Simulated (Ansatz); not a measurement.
HO (SMILES [OH-]), charge -1, singlet, at a GFN2-xTB geometry (a gas-phase anion, which may not be bound at this level); BCCD/pcseg-1 run with Ansatz (an electronic-structure program).

Input for Ansatz:
Ansatz 0.2 input:
```yaml
crystal:
  periodic: [false, false, false]
  atoms:
    - {symbol: O, position_ang: [-0.00000000, -0.00000000, -0.10875384]}
    - {symbol: H, position_ang: [0.00000000, 0.00000000, 0.87003075]}
basis:
  gaussian:
    orbitals: pcseg-1.json
total_charge: -1
magnetization: {spin_polarized: false}
correlation: {method: bccd}
```
The basis file holds pcseg-1 in the JSON format of the Basis Set Exchange.

Output, abridged:

```
Functional definition: HF
183 factors; integrals over basis functions are off by at most 7.0e-4 eV
mean field evaluation 1: about -2049.3612 eV, gradient 1.4e1 eV
mean field evaluation 2: about -2049.3605 eV, gradient 1.4e1 eV
mean field evaluation 4: about -2049.7998 eV, gradient 1.5e0 eV
mean field evaluation 8: about -2049.8055 eV, gradient 2.4e-5 eV
mean field evaluation 16: about -2049.8051 eV, gradient 3.5e-1 eV
mean field -2049.80551121 eV, -75.3289631289 hartree, gradient 6.2e-7 eV, S^2 0.000000; 0 other end points of the search recorded, 0 dependent functions left out
1 core orbitals not correlated
reference -2049.80551121 eV, -75.3289631289 hartree; 4, 4 occupied and 14, 14 virtual orbitals, 183 factors
second order -5.43823059 eV of doubles, -0.00000000 eV of singles
cycle   1  -5.46963229 eV  change   -3.1e-2 eV  update   3.3e-2
cycle   2  -5.56580875 eV  change   -9.6e-2 eV  update   1.0e-2
cycle   3  -5.57904615 eV  change   -1.3e-2 eV  update   3.1e-3
cycle   4  -5.57975540 eV  change   -7.1e-4 eV  update   5.8e-4
cycle   5  -5.57999417 eV  change   -2.4e-4 eV  update   1.4e-4
cycle   6  -5.58002467 eV  change   -3.1e-5 eV  update   4.1e-5
cycle   7  -5.58002248 eV  change    2.2e-6 eV  update   1.7e-5
cycle   8  -5.58002481 eV  change   -2.3e-6 eV  update   5.3e-6
Total energy: -2055.38553602 eV, -75.5340252585 hartree
```
